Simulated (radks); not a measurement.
Task: Coherent X-ray form factor from a spherical all-electron density. All-electron calculation, Dirac Kohn-Sham, PBE, spin-unpolarised, spherical densities, finite nucleus; Fermi nuclear charge, rms radius of each element as measured or else 0.836 A^(1/3) + 0.57 fm. Program: a radial shooting solver on a logarithmic mesh with Libxc functionals.

sin(theta)/lambda (1/angstrom)  f0 (electrons)
0.05                                    63.027
0.1                                     60.565
0.15                                    57.381
0.2                                     53.935
0.25                                    50.457
0.3                                     47.108
0.4                                     41.158
0.5                                     36.275
0.6                                     32.223
0.8                                     25.857
1                                       21.364
1.25                                    17.779
1.5                                     15.462
2                                       11.881

The species is in the configuration that NIST lists as its ground one. Which atom or ion scatters so?

Result: The terbium ion Tb+, [Xe] 4f9 6s1. Extrapolating in s^2 from the first two rows gives f0(0) = 63.8, near the electron count 64; among species with that count, the fall with angle is slower the higher Z, and the table is that of Z = 65; from so few rows the species is fixed only to a neighbour or two.
